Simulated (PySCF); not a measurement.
Gas-phase reaction: 2 GaH3 + N2H2 + 4 H = 2 GaH3.NH3

Computed with PySCF (xtb for GFN2) and rigid-rotor harmonic-oscillator thermochemistry at 1 bar. † marks an energy on the PBE0/def2-TZVP geometry and frequencies; other levels use their own. 6-31G* has spherical d functions here. Open shells (unrestricted): H (multiplicity 2); the rest are closed-shell singlets. GFN2 has no spin-polarisation term. Ga: all electrons, no relativistic terms. Adducts (GaH3.NH3) have no counterpoise correction, and HF, PBE, BLYP, B3LYP and PBE0 lack dispersion. GaH3, GaH3.NH3: computed as isolated molecules; such fragments, hydroxides, amides, oligomers or adducts are transient or little studied in the gas. The harmonic model lacks anharmonicity and excited electronic states, which grow with temperature; levels with a mode under 35 cm⁻¹ are left out. Soft modes under 120 cm⁻¹ make the harmonic entropy rough for GaH3.NH3.

| level | ΔE electronic, kJ | ΔH°(298 K), kJ | ΔS°(298 K), J/K | ΔG°(600 K), kJ |
|---|---|---|---|---|
| GFN2-xTB | -1623 | -1515 | -545 | -1184 |
| HF/6-31G* | -1186 | -1068 | -545 | -736 |
| PBE/def2-SVP | -1400 | -1291 | -546 | -959 |
| PBE/def2-TZVP† | -1388 | -1276 | -546 | -944 |
| PBE0/def2-QZVP† | -1421 | -1310 | -546 | -978 |
| r2SCAN/def2-TZVP† | -1445 | -1334 | -546 | -1002 |
ΔH° is lowest at GFN2-xTB and highest at HF/6-31G*. No reference value is set beside these.
